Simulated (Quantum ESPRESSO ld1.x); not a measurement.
The numbers below are computed, except where a source is named.
Question: All-electron atom: Gd IV in [Xe] 4f6 6p1 (not the ground configuration). Level of theory: Dirac Kohn-Sham, PW91, spin-unpolarised, spherical densities, point nucleus; open shells are shared between the two j in proportion to 2j + 1 (ld1.x of Quantum ESPRESSO 7.5). Some entries of the table are withheld. Estimate them.

orbital,occ.,eigenvalue (hartree),r(max) (bohr),<r^2> (bohr^2)
1s1/2,2,-1840.93,0.01391,0.0006547
2s1/2,2,-304.984,0.07916,0.01021
2p1/2,2,-289.657,(1),0.007417
2p3/2,4,-264.078,(2),0.008651
3s1/2,2,-68.7332,0.2245,0.06815
3p1/2,2,-62.0944,0.2117,0.06349
3p3/2,4,-56.8483,0.2240,0.07056
3d3/2,4,-45.3866,0.1780,0.05634
3d5/2,6,-44.2440,0.1815,0.05832
4s1/2,2,-14.9606,0.5156,0.3438
4p1/2,2,-12.3738,0.5198,0.3613
4p3/2,4,-11.1986,0.5458,0.3994
4d3/2,4,-6.93403,0.5530,(3)
4d5/2,6,-6.72039,0.5614,(4)
5s1/2,2,-3.04197,1.180,1.880
5p1/2,2,-2.29488,1.273,2.287
5p3/2,4,-2.11329,1.342,2.542
4f5/2,2.57143,-1.67716,0.5568,0.8036
4f7/2,3.42857,-1.64692,0.5613,0.8212
5d3/2,0,(5),1.681,4.533
5d5/2,0,(6),1.709,4.681
6s1/2,0,(7),2.775,9.986
6p1/2,0.333333,-0.75246,3.185,13.01
6p3/2,0.666667,-0.72019,3.330,14.08

Answer: 
(1) 2p1/2 r(max) (bohr): 0.05981
(2) 2p3/2 r(max) (bohr): 0.06564
(3) 4d3/2 <r^2> (bohr^2): 0.4551
(4) 4d5/2 <r^2> (bohr^2): 0.4699
(5) 5d3/2 eigenvalue (hartree): -1.10010
(6) 5d5/2 eigenvalue (hartree): -1.07999
(7) 6s1/2 eigenvalue (hartree): -0.93919
